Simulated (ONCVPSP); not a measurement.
# Li (Z = 3): ONCV pseudisation with PBE, scalar-relativistic reference atom.

ONCVPSP 4.0.1 input, shortened (lines: element, Z, core and valence counts, functional; n l f; lmax; l rc ep ncon nbas qcut; lloc lpopt rc5 dvloc0; l nproj debl; icmod fcfact rcfact), PBE, scalar-relativistic:

```
  Li 3.00    0    3        4      upf
    1    0    2.00
    2    0    0.50
    2    1    0.50
    2
    0    1.35    0.00    4    7   11.60
    1    4.00    0.00    3    7    1.90
    2    4.10    0.19    4    7    2.00
    4    5    1.05    3.00
    0    2    2.80
    1    1    1.90
    2    2    2.60
    0    0.00    0.00
```

All-electron outer shells of the reference configuration (PBE, scalar-relativistic, ld1.x):

```tsv
shell	level (eV)	outermost node (bohr)	outermost maximum (bohr)
1s	-52.63	–	0.36
2s	-3.14	0.83	3.12
2p	-1.35	–	3.86
```

What the tests gave:

- Cutoffs needed: 38 Ha and 46 Ha (the cutoffs (Ha) at which the residual kinetic energy of the hardest occupied pseudo-wave falls to 1 and 0.1 mHa per electron)
- Ghost test: no bound ghost flagged; no localised positive-energy state flagged
- Largest excitation error: +1099 meV (all-electron minus pseudo) for 1s1 2s1 2p0, out of 4 test configurations

Generation and tests took about 5 s on one core of a shared server CPU.
